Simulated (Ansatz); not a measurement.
Reaction (substitution at a C–Si bond): `Cl[SiH2]CI` + `O[SiH3]` → `[SiH3]OCI` + `[SiH3]Cl`

Isolated molecules relaxed with PBE0-D4/def2-TZVP in Ansatz; ΔE leaves out vibrations. CCSD(T)/CBS adds triple-zeta CCSD(T) − MP2 to the extrapolated MP2 energy (def2 sets, frozen cores). This one scheme is used for every species. DFT in def2-TZVPP. B3LYP here is the variant with VWN-RPA as its local correlation; programs differ in this. def2 core potentials past Kr. For I outer-core shells are correlated without core-valence functions, which leaves a few kJ/mol of doubt a bond. Each species was taken in one conformer, which may not be the lowest.

```json
{"level": "PBE-D4", "ΔE (kJ/mol)": "77.2", "difference from CCSD(T)/CBS": "-14.0"}
{"level": "r2SCAN-D4", "ΔE (kJ/mol)": "80.2", "difference from CCSD(T)/CBS": "-11.0"}
{"level": "PBE0-D4", "ΔE (kJ/mol)": "83.7", "difference from CCSD(T)/CBS": "-7.5"}
{"level": "B3LYP-D4", "ΔE (kJ/mol)": "76.4", "difference from CCSD(T)/CBS": "-14.8"}
{"level": "ωB97X-V", "ΔE (kJ/mol)": "82.5", "difference from CCSD(T)/CBS": "-8.7"}
{"level": "B2PLYP", "ΔE (kJ/mol)": "81.4", "difference from CCSD(T)/CBS": "-9.8"}
{"level": "r2SCAN", "ΔE (kJ/mol)": "79.9", "difference from CCSD(T)/CBS": "-11.3"}
{"level": "PBE0", "ΔE (kJ/mol)": "82.5", "difference from CCSD(T)/CBS": "-8.7"}
{"level": "HF/def2-TZVPP", "ΔE (kJ/mol)": "77.0", "difference from CCSD(T)/CBS": "-14.2"}
{"level": "MP2/def2-TZVPP", "ΔE (kJ/mol)": "94.7", "difference from CCSD(T)/CBS": "3.5"}
{"level": "SCS-MP2/def2-TZVPP", "ΔE (kJ/mol)": "88.4", "difference from CCSD(T)/CBS": "-2.8"}
{"level": "CCSD/def2-TZVPP", "ΔE (kJ/mol)": "87.7", "difference from CCSD(T)/CBS": "-3.5"}
{"level": "CCSD(T)/def2-TZVPP", "ΔE (kJ/mol)": "86.9", "difference from CCSD(T)/CBS": "-4.3"}
{"level": "HF/CBS(def2)", "ΔE (kJ/mol)": "77.2", "difference from CCSD(T)/CBS": "-14.0"}
{"level": "MP2/CBS(def2)", "ΔE (kJ/mol)": "99.0", "difference from CCSD(T)/CBS": "7.8"}
{"level": "CCSD/CBS(def2)", "ΔE (kJ/mol)": "92.0", "difference from CCSD(T)/CBS": "0.8"}
{"level": "CCSD(T)/CBS", "ΔE (kJ/mol)": "91.2", "difference from CCSD(T)/CBS": "0"}
```

Largest T1 diagnostic among the species: 0.011.

From PBE to PBE0 (25 % exact exchange), in def2-TZVPP and without D4, ΔE moves by +6.6 kJ/mol. In def2-TZVPP, CCSD(T) changes the Hartree–Fock value by +9.9 kJ/mol (the triples alone add −0.8 kJ/mol) and MP2 by +17.7 kJ/mol.
